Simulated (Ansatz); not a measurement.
C2H6F2Si, SMILES `CC[SiH](F)F`, relaxed with RKS PBE0-D4/def2-TZVP in Ansatz 0.2.0 from a PBE-D4/def2-SVP geometry. The force threshold is 0.005 eV/Å; the program also tests the step.

Total charge 0; spin multiplicity 1.

Start:

```xyz
11

C     0.300    0.410   -1.335
C    -0.307    0.661    0.055
Si   -0.110   -0.767    1.238
F    -0.808   -2.102    0.605
F     1.478   -1.117    1.411
H     0.161    1.282   -2.004
H     1.388    0.207   -1.267
H    -0.169   -0.468   -1.824
H    -1.395    0.883   -0.016
H     0.149    1.555    0.536
H    -0.685   -0.544    2.601
```

Q: How much energy does the relaxation release, and in how many steps? (Estimate.)

A: Ansatz gave: 8.80 kJ/mol, in 4 steps.

Q: Which bonds change most? (Best estimate.)

A: Computed: Si3–F5 from 1.635 to 1.592 Å; Si3–F4 from 1.634 to 1.592 Å; C2–Si3 from 1.865 to 1.846 Å; Si3–H11 from 1.496 to 1.478 Å.

Q: Give the relaxed structure. (Best estimate.)

A: Ansatz gave: 
```xyz
11

C     0.298    0.406   -1.328
C    -0.303    0.651    0.057
Si   -0.106   -0.765    1.226
F    -0.788   -2.069    0.618
F     1.439   -1.108    1.406
H     0.155    1.271   -1.978
H     1.371    0.211   -1.266
H    -0.165   -0.455   -1.815
H    -1.374    0.870   -0.018
H     0.150    1.532    0.526
H    -0.677   -0.545    2.572
```
